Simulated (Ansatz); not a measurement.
`C#CN(C)[SiH2]F` and `C#CN(C)CN` differ in one atom or group.

Ansatz, PBE0-D4/def2-TZVP geometries, multiplicity 1. Each molecule was computed in one conformer, which needn't be the lowest.

| property | `C#CN(C)[SiH2]F` |
| --- | --- |
| HOMO energy (B3LYP/def2-TZVPP) / eV | -6.41 |
| HOMO–LUMO gap (ωB97M-V/def2-TZVPP) / eV | 10.95 |
| HOMO–LUMO gap (B3LYP/def2-TZVPP) / eV | 6.62 |
| LUMO energy (ωB97M-V/def2-TZVPP) / eV | 2.12 |
| size of the dipole moment (PBE/def2-TZVPP) / D | 1.73 |
| HOMO energy (ωB97M-V/def2-TZVPP) / eV | -8.83 |

Give the same properties after the change, and the shifts. (An estimate is asked.)

The calculation gave: 
```tsv
property	`C#CN(C)CN`	shift
HOMO energy (B3LYP/def2-TZVPP) / eV	-5.95	0.46
HOMO–LUMO gap (ωB97M-V/def2-TZVPP) / eV	10.81	-0.14
HOMO–LUMO gap (B3LYP/def2-TZVPP) / eV	6.63	0.01
LUMO energy (ωB97M-V/def2-TZVPP) / eV	2.45	0.33
size of the dipole moment (PBE/def2-TZVPP) / D	1.10	-0.63
HOMO energy (ωB97M-V/def2-TZVPP) / eV	-8.35	0.48
```

With PBE0 the HOMO rises by 0.48 eV and the LUMO rises by 0.56 eV, so the gap widens by about 0.08 eV. PBE moves the HOMO by 0.50 eV and ωB97M-V by 0.48 eV. Dipoles are sizes alone; their direction can turn.

B3LYP here is the variant with VWN-RPA as its local correlation; programs differ in this.
